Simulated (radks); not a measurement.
Spin polarisation of the 5d2 shell in Hf2+. Start: [Xe] 4f14 5d(up 1, down 1); electrons of 5d are moved from spin down to spin up, other shells keep equal spins. Calculated with a radial shooting solver on a logarithmic mesh with Libxc functionals: scalar-relativistic Kohn-Sham, r2SCAN, spin-polarised, spherical densities, finite nucleus; meta-GGA in the generalised Kohn-Sham scheme; Fermi nuclear charge, rms radius of each element as measured or else 0.836 A^(1/3) + 0.57 fm.

moment (Bohr magnetons)  E - E(0) (eV)  e(5d up) (eV)  e(5d down) (eV)  4f down minus up (eV)  5p down minus up (eV)  5s down minus up (eV)
0                                0.000        -16.405          -16.405                 0.000                 0.000                 0.000
0.5                             -0.061        -16.637          -16.145                  0.051                  0.321                  0.205
1                               -0.247        -16.846          -15.848                  0.103                  0.642                  0.409
1.5                             -0.564        -17.035          -15.492                  0.155                  0.963                  0.612
2                               -1.032        -17.215          -14.952                  0.209                  1.285                  0.812

At moment 2 the spin-polarisation energy is -1.032 eV and the 5d exchange splitting 2.263 eV, that is 1.131 eV per Bohr magneton; E = -I m^2/4 would give I = 1.032 eV.
